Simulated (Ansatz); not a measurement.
Consider the ligand exchange at the Si–Br bond: `Br[SiH]1BC1` + HCl → `Cl[SiH]1BC1` + HBr.

Calculated with Ansatz (gas phase, PBE0-D4/def2-TZVP geometries, no zero-point term in ΔE). CCSD(T)/CBS is the MP2 limit (def2-TZVPP, def2-QZVPP) plus CCSD(T) − MP2 in def2-TZVPP, frozen cores. This one scheme is used for every species. For Br outer-core shells are correlated without core-valence functions, which leaves a few kJ/mol of doubt a bond. Scalar relativity is left out up to krypton.

```json
{"species": "`Br[SiH]1BC1`", "CCSD/def2-SVP energy (Eh)": "-2926.32698"}
{"species": "HCl", "CCSD/def2-SVP energy (Eh)": "-460.09995"}
{"species": "`Cl[SiH]1BC1`", "CCSD/def2-SVP energy (Eh)": "-813.49506"}
{"species": "HBr", "CCSD/def2-SVP energy (Eh)": "-2572.93322"}
```

Q: Work out ΔE.

A: ΔE = (-813.49506) + (-2572.93322) − (-2926.32698) − (-460.09995) = -0.00135 Eh = -0.04 eV. CCSD(T)/CBS gives +0.01 eV.

Q: What do rigid-rotor, harmonic-oscillator terms from PBE0-D4/def2-TZVP frequencies (298.15 K, 1 bar) make of the CCSD(T)/CBS value? (Estimate.)

A: Ansatz gave: ΔZPE = -0.01 eV, ΔH = 0.00 eV, ΔS = 0 J/(mol·K), ΔG = 0.00 eV.

Largest T1 diagnostic among the species: 0.012.

Leaving LDA and LC-ωPBE aside and taking each functional with its dispersion term where it has one, the values, not all of them listed here, spread over 0.06 eV, from B97M-V to PBE-QIDH. At CCSD(T), def2-SVP lies −0.05 eV from the extrapolated value and def2-TZVPP −0.01 eV.
